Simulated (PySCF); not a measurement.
PBE beside CCSD(T) along the alkali metals: bonds to Sb

PBE and CCSD(T) in PySCF with def2-SVP on every atom (core potentials on Rb, Sb, Cs), for the lowest determinant that a PBE0 search found; no spin–orbit coupling.

```tsv
molecule	state (unpaired electrons)	PBE Re (Å)	PBE ωe (cm⁻¹)	PBE De (eV)	CCSD(T) Re (Å)	CCSD(T) ωe (cm⁻¹)	CCSD(T) De (eV)
LiSb	triplet (π ↑↑)	2.631	382	1.57	?	?	?
NaSb	triplet (π ↑↑)	2.947	193	1.28	3.000	189	0.83
KSb	triplet (π ↑↑)	3.360	135	1.20	3.430	132	0.72
RbSb	triplet (π ↑↑)	3.509	104	1.18	3.538	104	0.63
CsSb	triplet (π ↑↑)	3.685	88.1	1.21	3.733	88.2	0.65
```

Task: Estimate the CCSD(T) values of LiSb by adding the mean shift from PBE to CCSD(T) of the other rows, and compare with the calculation.

Result: The mean shifts are +5.0 pm, -2 cm⁻¹ and -0.51 eV, which give 2.681 Å, 380 cm⁻¹ and 1.06 eV. CCSD(T)/def2-SVP gives Re = 2.671 Å, ωe = 371 cm⁻¹, De = 1.09 eV.

Task: What are the mean differences of PBE from CCSD(T) over the whole series?

Result: Re -4.8 pm, ωe +4 cm⁻¹, De +0.50 eV.

In a basis of this size CCSD(T) is itself not converged; it tends to give bonds that are too long and too weak.

Correlated steps freeze the inner cores (4 to 9 orbitals); shallow outer-core shells are correlated. UHF and ROHF references stand side by side, which adds small steps between rows. Correlated levels converge slowly with the basis: in double zeta they bind strong bonds too weakly, by up to about 1 eV, and carry superposition errors of some tenths. These are scalar-relativistic numbers at best; spin–orbit coupling would shift them, the dissociation energy most. States were picked by a PBE0 search and need not be the measured ground states.
